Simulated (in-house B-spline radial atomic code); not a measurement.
The numbers below are computed, except where a source is named.
# Hf ion on C atom: potential, deflection and energy transfer

The pair potential comes from two frozen, spherical free-atom densities (PBE, B-spline radial code, scalar-relativistic past argon): electrostatics plus the change in Thomas-Fermi kinetic and Dirac exchange energy where they overlap, the recipe behind the universal ZBL potential, which averages such potentials (from solid-state densities) over many pairs. It is written V = (Z1 Z2 e²/r) φ(r/a), with e² = 14.3996 eV·Å and a = 0.46850 Å/(Z1^0.23 + Z2^0.23); ZBL's fit is φ = 0.18175 e^(−3.1998x) + 0.50986 e^(−0.94229x) + 0.28022 e^(−0.4029x) + 0.02817 e^(−0.20162x). Where φ falls below 4e-4 it is continued as an exponential.

Masses 178.49 and 12.01 u.

```tsv
x = r/a	φ, this pair	φ, ZBL
0.1	0.8748	0.8928
0.25	0.7438	0.7647
0.5	0.5923	0.6096
1	0.4014	0.4164
1.5	0.2884	0.2995
2	0.212	0.2218
3	0.1233	0.1292
4	0.07648	0.08026
5	0.05044	0.05224
6.5	0.0294	0.02914
8	0.01804	0.01705
10	0.009831	0.008778
12	0.00544	0.00474
14.5	0.002559	0.002328
17	0.001185	0.001212
```

(1) At x = 6.5 the electrostatic, kinetic and exchange parts are -58.17, 348.34 and -38.87 eV. Find r, V and φ.

(2) The ion comes in at 8.812 keV with impact parameter 0.0560 Å. The scattering integral gives a centre-of-mass angle of 164.1° and a closest approach of 5.032 a. What are the reduced energy, the energy passed on and the laboratory angles?

Answers

(1) a = 0.46850/(2.6742 + 1.5100) = 0.11197 Å, so r = 0.72781 Å. V = -58.17 + 348.34 + (-38.87) = 251.30 eV. The bare repulsion is 72 × 6 × 14.3996/0.72781 = 8547.1 eV, so φ = 0.0294, +0.9 % against ZBL's 0.0291. The kinetic (Pauli) term is 139 % of V here, as the other two terms together attract.

(2) ε = E a M2/(Z1 Z2 e² (M1 + M2)) = 8812 × 1.1348e-06 = 0.01. The most that one collision can pass on is γE with γ = 4 M1 M2/(M1 + M2)² = 0.2363. Here T = γE sin²(θ/2) = 0.2363 × 8812 × 0.9808 = 2042 eV. The ion turns by arctan(sin θ/(cos θ + M1/M2)) = 1.1°, and the struck atom leaves at (180° − θ)/2 = 8.0°. The closest approach is 0.563 Å. With ZBL the angle would be 164.45° and T = 2044 eV.
